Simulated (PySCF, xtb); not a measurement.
B(Cl)(OH)(OEt) (C2H6BClO2), SMILES CCOB(O)Cl.

Geometry: PBE-D3(BJ)/def2-SVP. Other conformers were not sampled.

Method: C-PCM-B3LYP/def2-SVP in PySCF.

The values are the electrostatic part of the solvation free energy, E(continuum) − E(gas) at the gas-phase geometry, in a cavity of scaled van der Waals radii (PySCF's table); cavitation and dispersion terms are not included. In vacuum the orbital gap is 9.31 eV. The dipole moment in vacuum is 2.00 D.

Computed values in water (ε = 78.36), 2-propanol (ε = 19.26), tetrahydrofuran (ε = 7.43):
```tsv
solvent	ε	ΔG(elec) (kcal/mol)	dipole (D)	gap (eV)
water	78.36	-5.0	2.48	9.44
2-propanol	19.26	-4.8	2.45	9.44
tetrahydrofuran	7.43	-4.3	2.41	9.44
```

For comparison, GFN2-xTB/ALPB(water) (xtb, at the GFN2-xTB geometry, all terms of that model) gives -7.0 kcal/mol.
